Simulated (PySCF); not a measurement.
B(F)(GeH3)(OMe) (CH6BFGeO), SMILES [GeH3][B](F)OC.

Geometry optimised at TPSSh-D3(BJ)/def2-SVP. The structure was generated by enumeration, and PubChem lists no compound with its InChIKey, so it may never have been made. One conformer was computed; it need not be the lowest.

All values below come from PySCF with r2SCAN/def2-TZVP.

Symmetry labels are those of the subgroup Cs that the program uses (full group Cs).

Question: List the valence orbital energies around the gap with their symmetry. (Estimate from the structure and the level; the computed values follow.)

Answer: 
| orbital | symmetry | energy (eV) |
|---|---|---|
| HOMO−7 | A' | -12.03 |
| HOMO−6 | A" | -11.15 |
| HOMO−5 | A' | -10.64 |
| HOMO−4 | A' | -9.11 |
| HOMO−3 | A" | -8.66 |
| HOMO−2 | A' | -8.57 |
| HOMO−1 | A" | -8.18 |
| HOMO | A' | -7.32 |
| LUMO | A" | -1.14 |
| LUMO+1 | A' | 0.43 |
| LUMO+2 | A' | 0.54 |
| LUMO+3 | A' | 1.52 |
